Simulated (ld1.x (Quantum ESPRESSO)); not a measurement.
## What the settings do to the TM potential of rhenium

Base potential:

Re, norm-conserving Troullier–Martins (Kleinman–Bylander form), made with ld1.x (Quantum ESPRESSO) 7.5 (PBEsol, scalar-relativistic). Core [Kr] 4d10, reference 4f14 5s2 5p6 5d5 6s0 6p0 (charge +2). Waves: 5s (bound): rc 1.80 bohr; 5p (bound): rc 2.05 bohr; 4f (bound): rc 0.65 bohr; 5d (bound): rc 2.15 bohr. Local part: the d channel. Core correction: Bessel-smoothed model core inside 0.60 bohr.

Cutoffs, loose and tight: the cutoffs (Ry, on a coarse ladder) from which the occupation-weighted sum of valence levels, in a spherical-Bessel basis at the reference potential, stays within 10 and 1 mRy of its value at 400 Ry. They do not see the model core or the augmentation charge, which bear on the density cutoff. Test errors are all-electron minus pseudo excitation energies from the reference, over the configurations 4f14 5s2 5p6 5d5 6s2 6p0; 4f14 5s2 5p6 5d5 6s1 6p0; 4f14 5s2 5p6 5d4 6s0 6p0; 4f13 5s2 5p6 5d5 6s2 6p0; 4f14 5s2 5p6 5d6 6s1 6p0; 4f14 5s2 5p6 5d4 6s2 6p0; 4f14 5s2 5p5 5d5 6s2 6p0. A dash means not determined; rows that change the core or the reference have their own tests.

Cutoffs are not given where the Bessel-basis levels miss the radial ones by over 6 mRy, ghosts where they miss by over 20 mRy; a channel whose overlap is not positive is not tested.

```tsv
change	outcome	cutoff, loose	cutoff, tight	bound ghosts	largest test error (meV)
base	generated	–	–	not determined	-1390
wave 4f (bound): rc 0.65 bohr becomes 4f (bound): rc 0.40 bohr	generated, misses its reference levels by 0.19 eV	–	–	not determined	-1258
wave 4f (bound): rc 0.65 bohr becomes 4f (bound): rc 0.48 bohr	generated	–	–	not determined	-1371
wave 4f (bound): rc 0.65 bohr becomes 4f (bound): rc 0.58 bohr	generated	–	–	not determined	-1404
wave 4f (bound): rc 0.65 bohr becomes 4f (bound): rc 0.68 bohr	generated	–	–	not determined	-1375
wave 4f (bound): rc 0.65 bohr becomes 4f (bound): rc 0.72 bohr	generated	–	–	not determined	-1343
wave 4f (bound): rc 0.65 bohr becomes 4f (bound): rc 0.82 bohr	generated	–	–	not determined	-1257
wave 4f (bound): rc 0.65 bohr becomes 4f (bound): rc 0.88 bohr	generated	–	–	none	-1183
```

(1) What comes out with this change to the base: wave 4f (bound): rc 0.65 bohr becomes 4f (bound): rc 0.96 bohr?

## Answers

(1) outcome: generated; cutoff, loose: over 300 Ry; cutoff, tight: over 300 Ry; bound ghosts: none; largest test error (meV): -1088.
